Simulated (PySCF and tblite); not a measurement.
The numbers below are computed, except where a source is named.
Dynamics report: Berry pseudorotation

System: [GeH5]- (charge -1), with the starting minimum (Å):

```
 1 Ge    0.001    0.000   -0.004
 2 H    -0.022   -0.008    1.718
 3 H     0.022    0.009   -1.724
 4 H     1.588    0.015    0.017
 5 H    -0.805    1.368   -0.007
 6 H    -0.781   -1.382   -0.021
```

Motion: Berry pseudorotation at Ge1 with H4 as pivot. The path came from a restrained scan, a climbing-image band and a saddle search at GFN2-xTB; energies are PBE0/pcSseg-2 + D3(BJ)//PBE0-D3(BJ)/def2-TZVP, thermal terms GFN2-xTB. Rates follow Eyring's equation with the number of equivalent paths and no tunnelling. (PySCF 2.14 with density fitting, tblite 0.8.)

```
 point  symmetry  E(GFN2) kcal/mol  E(DFT) kcal/mol  ZPE change kcal/mol  lowest mode cm⁻¹
 start       D3h               0.0              0.0                 0.00               225
saddle       C4v               3.3              2.7                -0.42              461i
   end       D3h               0.0              0.0                 0.00               228
```

```json
{
  "Electronic barrier": "2.7 kcal/mol",
  "Barrier with zero-point energy": "2.2 kcal/mol",
  "ΔH‡ (298 K)": "1.8 kcal/mol",
  "ΔS‡ (298 K, symmetry apart)": "-2.7 cal/(mol K)",
  "Paths": "3 equivalent paths",
  "End point": "the same structure with atoms interchanged, or its mirror image",
  "Mean lifetime of the start against this motion at 298 K": "4 ps",
  "Cost": "120 s on 1 thread of Intel Xeon @ 2.50GHz, shared host (rough), peak memory 0.54 GiB, launched as `OMP_NUM_THREADS=1 python ens_run.py task.json out`"
}
```

| T/K | ΔG‡ kcal/mol | k s⁻¹ |
| --- | --- | --- |
| 150 | 2.3 | 4.4×10⁹ |
| 200 | 2.4 | 3.4×10¹⁰ |
| 250 | 2.4 | 1.1×10¹¹ |
| 298 | 2.6 | 2.5×10¹¹ |
| 350 | 2.7 | 4.5×10¹¹ |
| 400 | 2.9 | 6.8×10¹¹ |
| 500 | 3.2 | 1.2×10¹² |

ΔG and ΔG‡ leave out symmetry numbers and mirror images; rates count paths: 3 out.

The ion is treated without a counter-ion. Spin–orbit effects of heavy atoms on shieldings are missing.
